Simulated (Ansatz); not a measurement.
Start from `CC(C)(C)NN` and change one atom or group to get `CC(C)(C)[NH][InH2]`.

Ansatz, PBE0-D4/def2-TZVP geometries, multiplicity 1. Each molecule was computed in one conformer, which needn't be the lowest.

Elements past krypton have def2 core potentials.

```
                                      property  `CC(C)(C)NN`
            LUMO energy (PBE0/def2-TZVPP) / eV          0.86
       HOMO–LUMO gap (ωB97M-V/def2-TZVPP) / eV         11.27
         HOMO energy (ωB97M-V/def2-TZVPP) / eV         -9.01
size of the dipole moment (PBE/def2-TZVPP) / D          1.57
         LUMO energy (ωB97M-V/def2-TZVPP) / eV          2.26
           LUMO energy (B3LYP/def2-TZVPP) / eV          0.52
```

(1) What does the change do to each property? (An estimate is asked.)

Answers

(1) The calculation gave: 
| property | `CC(C)(C)[NH][InH2]` | shift |
| --- | --- | --- |
| LUMO energy (PBE0/def2-TZVPP) / eV | -1.10 | -1.96 |
| HOMO–LUMO gap (ωB97M-V/def2-TZVPP) / eV | 8.93 | -2.34 |
| HOMO energy (ωB97M-V/def2-TZVPP) / eV | -8.66 | 0.35 |
| size of the dipole moment (PBE/def2-TZVPP) / D | 0.84 | -0.73 |
| LUMO energy (ωB97M-V/def2-TZVPP) / eV | 0.27 | -1.99 |
| LUMO energy (B3LYP/def2-TZVPP) / eV | -1.36 | -1.88 |

With PBE0 the HOMO rises by 0.23 eV and the LUMO falls by 1.96 eV, so the gap narrows by about 2.19 eV. PBE moves the HOMO by -0.06 eV and ωB97M-V by 0.35 eV. Dipoles are sizes alone; their direction can turn.

B3LYP here is the variant with VWN-RPA as its local correlation; programs differ in this.
